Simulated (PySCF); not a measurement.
C₂H₉FSi₃. Atoms are numbered in the order given.

```xyz
15

F     -0.8966    -0.9464    -2.1801
C     -0.8088    -0.0740    -1.1064
C     -2.1013     0.0054    -0.2721
Si    -1.3256     0.5662     1.3974
Si     0.4696    -0.4888     0.3063
Si     2.6329     0.3901     0.1060
H     -0.5713     0.9292    -1.5093
H     -2.9116     0.5939    -0.7312
H     -2.4744    -1.0219    -0.1129
H     -1.2054     2.0474     1.5251
H     -1.9637     0.0084     2.6218
H      0.4744    -1.9594     0.5691
H      2.5317     1.8390    -0.2404
H      3.3677     0.2544     1.3984
H      3.4051    -0.3076    -0.9643
```
Charge 0, spin multiplicity 1.

Coordinates come from a B3LYP-D3(BJ)/def2-SVP optimisation. The structure was generated by enumeration; whether it is a known compound was not checked.

These are B3LYP-D3(BJ)/def2-SVP (PySCF) values and carry that method's errors.

Frequencies are harmonic and unscaled.

Computed normal modes with their intensities:
| mode | ν (cm⁻¹) | IR (km/mol) | moving atoms (share of kinetic energy) |
|---|---|---|---|
| 1 | 74 | 0.5 | Si 52 %, H 20 %, F 15 %, C 13 % |
| 2 | 83 | 0.1 | H 97 % |
| 3 | 95 | 0.7 | Si 49 %, H 23 %, C 18 %, F 11 % |
| 4 | 132 | 3.4 | Si 37 %, H 27 %, F 19 %, C 17 % |
| 5 | 247 | 1.6 | Si 46 %, F 36 %, H 12 % |
| 6 | 324 | 3.1 | Si 31 %, H 28 %, C 21 %, F 20 % |
| 7 | 376 | 1.4 | H 39 %, C 38 %, F 18 % |
| 8 | 386 | 0.2 | Si 71 %, H 23 % |
| 9 | 429 | 25.7 | H 59 %, Si 23 %, F 14 % |
| 10 | 451 | 9.7 | H 55 %, Si 37 % |
| 11 | 507 | 6.0 | H 76 %, Si 20 % |
| 12 | 530 | 7.7 | H 56 %, Si 39 % |
| 13 | 566 | 0.7 | H 69 %, Si 21 % |
| 14 | 629 | 21.7 | H 54 %, Si 26 %, C 17 % |
| 15 | 666 | 71.4 | H 64 %, C 23 %, Si 11 % |
| 16 | 684 | 20.6 | H 45 %, C 38 %, Si 15 % |
| 17 | 724 | 159.2 | H 74 %, C 13 %, Si 12 % |
| 18 | 733 | 13.4 | H 79 %, Si 15 % |
| 19 | 833 | 148.0 | H 70 %, C 24 % |
| 20 | 885 | 197.6 | H 88 %, Si 9 % |
| 21 | 942 | 97.7 | H 97 % |
| 22 | 942 | 28.4 | H 95 % |
| 23 | 944 | 62.7 | H 97 % |
| 24 | 981 | 21.4 | H 49 %, C 46 % |
| 25 | 1064 | 43.0 | C 53 %, H 36 %, F 10 % |
| 26 | 1067 | 22.9 | H 45 %, C 39 %, F 16 % |
| 27 | 1147 | 51.4 | H 57 %, C 37 % |
| 28 | 1244 | 4.2 | H 74 %, C 25 % |
| 29 | 1354 | 10.8 | H 84 %, C 14 % |
| 30 | 1431 | 5.6 | H 90 %, C 10 % |
| 31 | 2200 | 47.1 | H 97 % |
| 32 | 2207 | 65.3 | H 99 % |
| 33 | 2216 | 24.0 | H 97 % |
| 34 | 2217 | 83.8 | H 96 % |
| 35 | 2218 | 179.8 | H 96 % |
| 36 | 2232 | 114.6 | H 96 % |
| 37 | 3010 | 18.0 | H 92 % |
| 38 | 3038 | 9.6 | H 95 % |
| 39 | 3103 | 11.8 | H 90 %, C 10 % |
